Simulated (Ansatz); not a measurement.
`B[Se][SiH2][SiH3]` + `CCCO` → `BOCCC` + `[SiH3][SiH2][SeH]`  (ligand exchange at a B–Se bond)

Isolated molecules relaxed with PBE0-D4/def2-TZVP in Ansatz; ΔE leaves out vibrations. CCSD(T)/CBS adds triple-zeta CCSD(T) − MP2 to the extrapolated MP2 energy (def2 sets, frozen cores). For Se outer-core shells are correlated without core-valence functions, which leaves a few kJ/mol of doubt a bond. Scalar relativity is left out up to krypton. One conformer a species, not always the lowest.

| level | ΔE (kJ/mol) |
| --- | --- |
| SCS-MP2/def2-QZVPP | -64.2 |
| CCSD/CBS(def2) | -63.1 |

(1) What does CCSD(T)/CBS give? (An estimate is asked.)

Largest T1 diagnostic among the species: 0.014.

## Answers

(1) Computed: -60.6 kJ/mol. The listed levels differ from it by -3.6, -2.5 kJ/mol.

In def2-TZVPP, CCSD(T) changes the Hartree–Fock value by +15.3 kJ/mol (the triples alone add +2.5 kJ/mol) and MP2 by +18.5 kJ/mol. The D4 term adds +3.8 kJ/mol with B3LYP and +2.0 kJ/mol with PBE0; it sums over pairs of atoms, weighted by their polarisabilities, and B3LYP, whose exchange is more repulsive, gets the larger term.

B3LYP here is the variant with VWN-RPA as its local correlation; programs differ in this.
